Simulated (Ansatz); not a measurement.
A nudged elastic band was laid between two geometries of C$_{2}$H$_{3}$OSb (7 atoms, charge 0, multiplicity 1).

Theory: RKS PBE-D4/def2-SVP in Ansatz 0.2.0.

```yaml
movable_images: 9
climbing_image: yes
spring: 5.0 eV/Å²
optimiser: quadratic models (default)
start_path: IDPP
force_threshold: 0.05 eV/Å
iteration_limit: 60
end_points: relaxed
```

First end point:

```xyz
7
Properties=species:S:1:pos:R:3
C 1.865 0.045 0.343
C 0.782 -0.519 0.470
O -0.346 -1.130 0.616
Sb -2.076 -0.315 -0.249
H 2.831 0.516 0.250
H -1.711 1.301 0.285
H -1.284 0.034 -1.760
```

Last end point:

```xyz
7
Properties=species:S:1:pos:R:3
C 2.161 -0.430 0.702
C 1.151 0.048 0.194
O 0.106 0.576 -0.352
Sb -1.751 -0.392 -0.135
H 3.067 -0.823 1.135
H -2.548 1.110 0.227
H -2.126 -0.157 -1.816
```

(1) Which bonds break or form, and what moves?

(2) Give the energies along the band, and the barrier.

(3) What is the geometry of the highest image?

The band took 7 iterations and of the order of 2.4 core-minutes.

Results:

(1) No bond is made or broken. The dihedral C2–O3–Sb4–H7 changes from 45 to -136° by way of a nearly straight angle C2–O3–Sb4 (up to 179°), not by a turn about the bond.

(2) The run converged. The highest image is number 6 of 0 to 10, 12.7 kcal/mol above the first end and 12.1 kcal/mol above the last; the last end lies 0.6 kcal/mol above the first. A vibrational analysis at the climbing image gives 2 clearly imaginary modes (244i, 235i cm⁻¹): a point of higher order, so a lower path passes nearby.

```csv
image,path coordinate (Å),energy (kcal/mol),angle C2–O3–Sb4 (°)
0,0.00,0.0,119
1,0.33,0.4,125
2,0.66,1.5,131
3,1.00,3.4,137
4,1.33,6.0,145
5,1.66,9.8,158
6,2.00,12.7,179
7,2.37,8.8,153
8,2.75,4.2,137
9,3.13,1.5,127
10,3.50,0.6,119
```

(3) 
```xyz
7
Properties=species:S:1:pos:R:3
C 2.317 -0.150 0.563
C 1.110 -0.225 0.351
O -0.143 -0.314 0.134
Sb -2.118 -0.465 -0.162
H 3.377 -0.077 0.742
H -2.450 1.217 0.187
H -2.033 -0.055 -1.860
```

Run time: 2.4 min on 1 thread of Arm Neoverse V1, with other jobs on the host, peak memory 0.12 GiB.
